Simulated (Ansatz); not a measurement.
The cluster Al5Ru2⁻. Charge -1, multiplicity 1. Geometry PBE-D4/def2-SVPD; atoms count from 1.

```xyz
7

Ru    0.7140    0.8473    0.8804
Ru   -1.5447   -0.3358    0.9468
Al    0.3198   -1.2784   -0.2627
Al   -2.5611   -1.2821   -0.9435
Al    1.7536    1.2881   -1.1610
Al   -1.2751    1.3317   -0.7099
Al    2.5935   -0.5709    1.2499
```

In the def2 sets Ru takes a core potential; there is no spin–orbit coupling. The restricted singlet is unstable towards broken spin symmetry in Hartree–Fock (as tested in another run); at PBE0-D4/def2-TZVPD this wasn't settled. Another isomer (singlet) lies 0.36 eV lower at PBE0-D4/def2-TZVPD; other spin states weren't run for this one.

(1) Estimate the Mulliken populations from the PBE0/def2-TZVPD orbitals of Ansatz.

(2) And the Mayer bond orders between heavy atoms (over 0.3)?

Answers

(1) 
```csv
atom,charge (e),d electrons
Ru1,-0.15,7.31
Ru2,-0.26,7.37
Al3,0.18,–
Al4,-0.26,–
Al5,-0.21,–
Al6,-0.03,–
Al7,-0.27,–
```
Mulliken values depend strongly on the basis. With diffuse functions, as here, like atoms can get unlike values, and bond orders can come out too low or too high.

(2) Ru1–Ru2 0.92 (2.55 Å); Ru1–Al3 0.94 (2.45 Å); Ru1–Al5 1.22 (2.33 Å); Ru1–Al6 0.54 (2.59 Å); Ru1–Al7 1.00 (2.38 Å); Ru2–Al3 0.95 (2.41 Å); Ru2–Al4 1.33 (2.35 Å); Ru2–Al6 1.23 (2.37 Å).
